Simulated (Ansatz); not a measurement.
One change: `O=C[SiH2]F` becomes `O=C[SiH2]Br`.

Ansatz, PBE0-D4/def2-TZVP geometries, multiplicity 1. Each molecule was computed in one conformer, which needn't be the lowest.

Scalar relativity is left out up to krypton.

| property | `O=C[SiH2]F` |
| --- | --- |
| HOMO energy (B3LYP/def2-TZVPP) / eV | -7.20 |
| HOMO–LUMO gap (B3LYP/def2-TZVPP) / eV | 4.96 |
| LUMO energy (ωB97M-V/def2-TZVPP) / eV | 0.32 |
| size of the dipole moment (B3LYP/def2-TZVPP) / D | 0.99 |
| HOMO–LUMO gap (PBE/def2-TZVPP) / eV | 2.78 |
| LUMO energy (PBE0/def2-TZVPP) / eV | -1.98 |

Question: What does the change do to each property? (An estimate is asked.)

Answer: Ansatz gave: 
```tsv
property	`O=C[SiH2]Br`	shift
HOMO energy (B3LYP/def2-TZVPP) / eV	-7.23	-0.03
HOMO–LUMO gap (B3LYP/def2-TZVPP) / eV	4.92	-0.04
LUMO energy (ωB97M-V/def2-TZVPP) / eV	0.22	-0.10
size of the dipole moment (B3LYP/def2-TZVPP) / D	0.95	-0.04
HOMO–LUMO gap (PBE/def2-TZVPP) / eV	2.80	0.02
LUMO energy (PBE0/def2-TZVPP) / eV	-2.06	-0.08
```

Dipoles are sizes alone; their direction can turn.

B3LYP here is the variant with VWN-RPA as its local correlation; programs differ in this.

Spin–orbit coupling is left out; it splits and shifts lone-pair levels of the heavy atoms by tenths of an eV.
